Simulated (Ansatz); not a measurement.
A structure relaxed at PBE0-D4/def2-TZVP in Ansatz, charge 0, singlet:

```xyz
3

Si    0.883    0.193    0.655
Si    0.466   -0.528   -1.351
Ge   -1.349    0.335    0.697
```

(1) Give its formula and point group.

(2) Summarise the bond lengths by kind (pairs closer than 1.2 times the sum of covalent radii, bridged metal pairs left out).

## Answers

(1) Si₂Ge. Point group Cs (tolerance 0.1 Å).

(2) 1 × Si–Si 2.17 Å; 1 × Ge–Si 2.24 Å.

At PBE0-D4/def2-TZVP a triplet of charge 0 lies 0.06 eV below the restricted singlet, each at its own geometry. The structure comes from a short search, and lower isomers may exist.
